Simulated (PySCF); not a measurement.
Chlorine: a sound run and one with changed settings

Sound run: Cl²⁺ [Ne] 3s2 3p3, Cl³⁺ [Ne] 3s2 3p2. All numbers are calculated (PySCF 2.14, the spin-free X2C one-electron Hamiltonian (Gaussian nucleus), in x2c-SVPall (4s3p1d, 18 functions)). In the sound run the correlated levels freeze [Ne]. The sound run starts from symmetry-adapted Hartree-Fock orbitals and uses a fine grid where one is needed.

Changed run: no relativity, point nucleus. This setting is unsound on purpose.

| species | method | sound run (hartree) | changed run (hartree) | converged |
| --- | --- | --- | --- | --- |
| Cl²⁺ | UHF | -459.44513 | -457.86021 | yes |
| Cl²⁺ | PBE0 | -459.88722 | -458.30298 | yes |
| Cl²⁺ | MN15 | -460.06125 | -458.47801 | yes |
| Cl²⁺ | MP2 | -459.51770 | -457.93285 | yes |
| Cl²⁺ | CCSD(T) | -459.53755 | -457.95280 | yes |
| Cl³⁺ | UHF | -458.01497 | -456.43092 | yes |
| Cl³⁺ | PBE0 | -458.43159 | -456.84818 | yes |
| Cl³⁺ | MN15 | -458.60275 | -457.02016 | yes |
| Cl³⁺ | MP2 | -458.07175 | -456.48778 | yes |
| Cl³⁺ | CCSD(T) | -458.09477 | -456.51096 | yes |

Ionisation energy of Cl²⁺:

```csv
method,sound run (eV),changed run (eV)
UHF,38.917,38.893
PBE0,39.610,39.587
MN15,39.688,39.670
MP2,39.346,39.322
SCS-MP2,39.183,39.159
CCSD,39.259,39.233
CCSD(T),39.260,39.234
```

Most of the change in total energy is the relativistic energy itself. On top of that the contraction fixes the core shape for the Hamiltonian it was made with, so the changed run is not a good calculation with the other Hamiltonian either.

For comparison, NIST gives 39.8 ± 0.11 eV between the lowest levels.
